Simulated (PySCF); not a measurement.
BeBrCl, singlet, at a GFN2-xTB geometry (such geometries of metal compounds can be far from the true shape), with bond 3-1 at 2.4 times its length; CASSCF(2,2)/def2-SVP (PySCF).

PySCF was given this input:
```python
from pyscf import gto, scf, mcscf
import numpy

mol = gto.Mole()
mol.atom = '''
    Be   -0.00000000   -0.00000000   -0.68251930
    Cl   -0.00000000   -0.00000000   -2.43903866
    Br    0.00000000    0.00000000    3.98595453
'''
mol.basis = 'def2-svp'
mol.verbose = 4
mol.build()

mf = scf.RHF(mol)
mf.kernel()
mc = mcscf.CASSCF(mf, 2, 2)
mc.kernel()
occ = numpy.linalg.eigvalsh(mc.fcisolver.make_rdm1(mc.ci, mc.ncas, mc.nelecas))[::-1]
ss = mc.fcisolver.spin_square(mc.ci, mc.ncas, mc.nelecas)[0]
print('natural occupations', occ.round(4), ' <S^2>', round(ss, 4))
```

**Question.** Predict the main parts of the log of this PySCF run.

**Answer.** 
```
PySCF version 2.14.0

[INPUT] verbose = 4
[INPUT] num. atoms = 3
[INPUT] num. electrons = 56
[INPUT] charge = 0
[INPUT] spin (= nelec alpha-beta = 2S) = 0
[INPUT] symmetry False subgroup None
[INPUT] Mole.unit = angstrom
[INPUT] Symbol           X                Y                Z      unit          X                Y                Z       unit  Magmom
[INPUT]  1 Be     0.000000000000   0.000000000000  -0.682519300000 AA    0.000000000000   0.000000000000  -1.289774551730 Bohr   0.0
[INPUT]  2 Cl     0.000000000000   0.000000000000  -2.439038660000 AA    0.000000000000   0.000000000000  -4.609115074626 Bohr   0.0
[INPUT]  3 Br     0.000000000000   0.000000000000   3.985954530000 AA    0.000000000000   0.000000000000   7.532362406669 Bohr   0.0

nuclear repulsion = 85.3607359770745
number of shells = 25
number of NR pGTOs = 129
number of NR cGTOs = 59
basis = def2-svp
ecp = {}

******** <class 'pyscf.scf.hf.RHF'> ********
method = RHF
initial guess = minao
damping factor = 0
level_shift factor = 0
DIIS = <class 'pyscf.scf.diis.CDIIS'>
diis_start_cycle = 1
diis_space = 8
diis_damp = 0
SCF conv_tol = 1e-09
SCF conv_tol_grad = None
SCF max_cycles = 50
direct_scf = True
direct_scf_tol = 1e-13
Set gradient conv threshold to 3.16228e-05
Initial guess from minao.
init E= -3044.96284052276
  HOMO = -0.389440162746908  LUMO = -0.154289351859371  gap/eV = 6.39878
cycle= 1 E= -3045.89470075955  delta_E= -0.932  |g|= 0.395  |ddm|= 1.72
  HOMO = -0.183101258851075  LUMO = -0.180638232331373  gap/eV = 0.06702
cycle= 2 E= -3045.75340899272  delta_E= 0.141  |g|= 0.668  |ddm|= 2.02
  HOMO = -0.26687232376446  LUMO = -0.151907727934408  gap/eV = 3.12835
cycle= 3 E= -3045.98516498835  delta_E= -0.232  |g|= 0.112  |ddm|= 1.51
  HOMO = -0.278083528064459  LUMO = -0.131595322267366  gap/eV = 3.98615
cycle= 4 E= -3045.99611163284  delta_E= -0.0109  |g|= 0.0238  |ddm|= 0.29
  HOMO = -0.287989118856866  LUMO = -0.125189018720186  gap/eV = 4.43002
cycle= 5 E= -3045.99662801446  delta_E= -0.000516  |g|= 0.0168  |ddm|= 0.0765
  HOMO = -0.288487075209593  LUMO = -0.122475535923432  gap/eV = 4.51740
cycle= 6 E= -3045.99676224862  delta_E= -0.000134  |g|= 0.00595  |ddm|= 0.0366
  HOMO = -0.288870730726646  LUMO = -0.122174535116033  gap/eV = 4.53603
cycle= 7 E= -3045.99677657185  delta_E= -1.43e-05  |g|= 0.0017  |ddm|= 0.0124
  HOMO = -0.289021671385282  LUMO = -0.122269838401905  gap/eV = 4.53755
cycle= 8 E= -3045.99677803006  delta_E= -1.46e-06  |g|= 0.000227  |ddm|= 0.00401
  HOMO = -0.289053693972187  LUMO = -0.122250638507339  gap/eV = 4.53894
cycle= 9 E= -3045.99677807291  delta_E= -4.28e-08  |g|= 0.000102  |ddm|= 0.000779
  HOMO = -0.289054380558184  LUMO = -0.12224332280347  gap/eV = 4.53916
cycle= 10 E= -3045.99677807873  delta_E= -5.81e-09  |g|= 1.27e-05  |ddm|= 0.000265
  HOMO = -0.289053873349648  LUMO = -0.122245990344981  gap/eV = 4.53907
cycle= 11 E= -3045.99677807886  delta_E= -1.32e-10  |g|= 4.59e-06  |ddm|= 4.22e-05
  HOMO = -0.289053316103947  LUMO = -0.122245924817818  gap/eV = 4.53906
Extra cycle  E= -3045.99677807886  delta_E= -6.37e-12  |g|= 2.89e-06  |ddm|= 1.11e-05
converged SCF energy = -3045.99677807886

******** <class 'pyscf.mcscf.mc1step.CASSCF'> ********
CAS (1e+1e, 2o), ncore = 27, nvir = 30
max_cycle_macro = 50
max_cycle_micro = 4
conv_tol = 1e-07
conv_tol_grad = None
orbital rotation max_stepsize = 0.02
orbital rotation threshold for CI restart = 0.01
augmented hessian ah_max_cycle = 30
augmented hessian ah_conv_tol = 1e-12
augmented hessian ah_linear dependence = 1e-14
augmented hessian ah_level shift = 1e-08
augmented hessian ah_start_tol = 2.5
augmented hessian ah_start_cycle = 3
augmented hessian ah_grad_trust_region = 3
kf_trust_region = 3
kf_interval = 4
ci_response_space = 4
ci_grad_trust_region = 3
with_dep4 0
natorb = False
canonicalization = True
sorting_mo_energy = False
ao2mo_level = 2
internal_rotation = False
******** <class 'pyscf.fci.direct_spin1.FCISolver'> ********
max. cycles = 50
conv_tol = 1e-08
davidson only = False
linear dependence = 1e-12
level shift = 0.001
max iter space = 12
nroots = 1
pspace_size = 400
spin = None
CASCI E = -3046.05883225531  S^2 = 0.0000000
Set conv_tol_grad to 0.000316228
macro iter   1 ( 15 JK    4 micro), CASSCF E = -3046.07906060234  dE = -2.02283470e-02  S^2 = 0.0000000
               |grad[o]|=0.175  |grad[c]|=0.0209  |ddm|=0.144  |maxRot[o]|=0.111
macro iter   2 (  6 JK    2 micro), CASSCF E = -3046.07906276281  dE = -2.16046919e-06  S^2 = 0.0000000
               |grad[o]|=0.00111  |grad[c]|=2.74e-05  |ddm|=0.0003  |maxRot[o]|=0.00108
macro iter   3 (  3 JK    1 micro), CASSCF E = -3046.07906276377  dE = -9.60881152e-10  S^2 = 0.0000000
               |grad[o]|=2.99e-05  |grad[c]|=4.94e-06  |ddm|=4.93e-05  |maxRot[o]|=2.06e-05
1-step CASSCF converged in   3 macro ( 24 JK   7 micro) steps
CASSCF canonicalization
Density matrix diagonal elements [1.17947405 0.82052595]
CASSCF energy = -3046.07906276377
CASCI E = -3046.07906276377  E(CI) = -0.982254389056834  S^2 = 0.0000000
natural occupations [1.2086 0.7914]  <S^2> 0.0
```
